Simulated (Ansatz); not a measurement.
Geometry optimisation, Ansatz 0.2.0, RKS PBE0/STO-3G.

Input file:

```yaml
crystal:
  periodic: [false, false, false]
  atoms:
    - { symbol: Si, position_ang: [0.0, 0.0, 0.0] }
    - { symbol: C, position_ang: [0.0, 0.0, 1.87] }
    - { symbol: H, position_ang: [-0.9996, -0.3092, 2.2405] }
    - { symbol: H, position_ang: [0.7676, -0.7111, 2.2405] }
    - { symbol: H, position_ang: [0.232, 1.0203, 2.2405] }
    - { symbol: O, position_ang: [1.5842, 0.0, -0.5594] }
    - { symbol: H, position_ang: [1.9006, -0.9521, -0.6761] }
    - { symbol: O, position_ang: [-0.7913, 1.3709, -0.5594] }
    - { symbol: Si, position_ang: [-2.4002, 1.4263, -1.0396] }
    - { symbol: H, position_ang: [-3.2124, 0.6421, -0.1138] }
    - { symbol: H, position_ang: [-2.862, 2.8114, -1.0378] }
    - { symbol: H, position_ang: [-2.5267, 0.8736, -2.385] }
    - { symbol: O, position_ang: [-0.7913, -1.3709, -0.5594] }
    - { symbol: H, position_ang: [-1.2459, -1.8365, 0.2129] }
basis:
  gaussian: { orbitals: STO-3G }
hamiltonian:
  xc: pbe0
relax:
  f_tol: 0.02
  max_steps: 40
output:
  orbitals: {}
```

Command:

```bash
$ ansatz run input.yaml --threads 1 --pin off --max-ram 2048MiB --backend cpu --events-out ev --progress --plain --runs-dir out
```

Q: Where does it end, and by what steps?

A: The forces met the threshold. Limits of this set-up: minimal basis. After 37 steps the energy has fallen by 0.286 eV; H7 moved furthest, 1.52 Å.

```tsv
step	energy less start (eV)	largest force component (eV/Å)	accepted
0	0.0000	0.813	yes
2	-0.1739	0.179	yes
4	-0.1737	0.236	no
6	-0.1885	0.091	yes
8	-0.1949	0.281	yes
10	-0.2226	0.157	yes
12	-0.2308	0.085	yes
14	-0.2399	0.316	yes
16	-0.2511	0.086	yes
18	-0.2514	0.669	no
20	-0.2583	0.322	yes
22	-0.2629	0.219	yes
24	-0.2680	0.322	yes
26	-0.2609	0.446	no
28	-0.2822	0.046	yes
30	-0.2834	0.038	yes
32	-0.2844	0.026	yes
34	-0.2850	0.126	yes
36	-0.2855	0.039	yes
37	-0.2857	0.017	yes
```

```xyz
14
Properties=species:S:1:pos:R:3
Si -0.263 -0.083 0.335
C 0.324 -0.036 2.103
H -0.515 -0.009 2.806
H 0.937 -0.911 2.341
H 0.934 0.855 2.281
O 1.070 0.138 -0.694
H 0.808 -0.346 -1.547
O -1.383 1.161 0.190
Si -2.232 1.342 -1.264
H -3.309 0.379 -1.376
H -2.804 2.668 -1.253
H -1.388 1.201 -2.434
O -0.950 -1.555 -0.182
H -1.572 -1.839 0.566
```

Whether the end is a true minimum wasn't checked by a vibrational analysis.

Run time: 2.4 min on 1 thread of Arm Neoverse V1, with other jobs on the host, peak memory 0.14 GiB.
